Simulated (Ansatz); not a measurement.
C3H9InO2, SMILES `C[CH](C)[In]([OH])[OH]`, relaxed with RKS PBE0-D4/def2-TZVP in Ansatz 0.2.0 from a PBE-D4/def2-SVP geometry. The force threshold is 0.005 eV/Å; the program also tests the step.

Charge 0, multiplicity 1. In takes the def2 core potential.

Start:

```xyz
15

C     0.650    1.122    1.196
C     0.600    0.371   -0.134
C     0.002    1.202   -1.272
In   -0.494   -1.546    0.069
O    -0.387   -3.168   -1.145
O    -1.851   -2.035    1.498
H    -0.362    1.412    1.550
H     1.130    0.530    2.003
H     1.233    2.066    1.091
H     1.623    0.041   -0.415
H     0.583    2.142   -1.417
H     0.003    0.664   -2.242
H    -1.046    1.505   -1.060
H     0.264   -3.008   -1.855
H    -1.948   -1.298    2.132
```

| step | energy (eV) | largest force (eV/Å) | largest move (Å) |
| --- | --- | --- | --- |
| 1 | -12521.3890 | 0.923 | 0.000 |
| 2 | -12521.4769 | 0.250 | 0.064 |
| 3 | -12521.4828 | 0.048 | 0.029 |
| 4 | -12521.4834 | 0.021 | 0.017 |
| 5 | -12521.4836 | 0.012 | 0.009 |
| 6 | -12521.4837 | 0.005 | 0.016 |
| 7 | -12521.4838 | 0.010 | 0.023 |
| 8 | -12521.4840 | 0.020 | 0.049 |
| 9 | -12521.4842 | 0.030 | 0.049 |
| 10 | -12521.4844 | 0.048 | 0.057 |
| 11 | -12521.4847 | 0.064 | 0.049 |
| 12 | -12521.4848 | 0.085 | 0.073 |
| 13 | -12521.4851 | 0.085 | 0.041 |
| 14 | -12521.4854 | 0.063 | 0.016 |
| 15 | -12521.4858 | 0.011 | 0.062 |
| 16 | -12521.4860 | 0.010 | 0.075 |
| 17 | -12521.4860 | 0.049 | 0.108 |
| 18 | -12521.4862 | 0.010 | 0.032 |
| 19 | -12521.4862 | 0.003 | 0.020 |
| 20 | -12521.4862 | 0.003 | 0.054 |
| 21 | -12521.4862 | 0.017 | 0.065 |
| 22 | -12521.4863 | 0.010 | 0.014 |
| 23 | -12521.4863 | 0.005 | 0.008 |
| 24 | -12521.4863 | 0.004 | 0.015 |

End:

```xyz
15

C     0.407    1.204    1.179
C     0.595    0.350   -0.066
C     0.209    1.096   -1.335
In   -0.472   -1.535    0.101
O    -0.720   -2.923   -1.297
O    -1.424   -2.192    1.718
H    -0.638    1.495    1.319
H     0.733    0.694    2.089
H     0.989    2.131    1.098
H     1.647    0.052   -0.138
H     0.797    2.017   -1.429
H     0.383    0.505   -2.238
H    -0.844    1.391   -1.331
H    -0.294   -2.702   -2.128
H    -1.368   -1.582    2.457
```

It took 3.3 min on 4 threads of an Arm Neoverse V1 on a shared host, with 0.87 GiB of host memory at the peak.
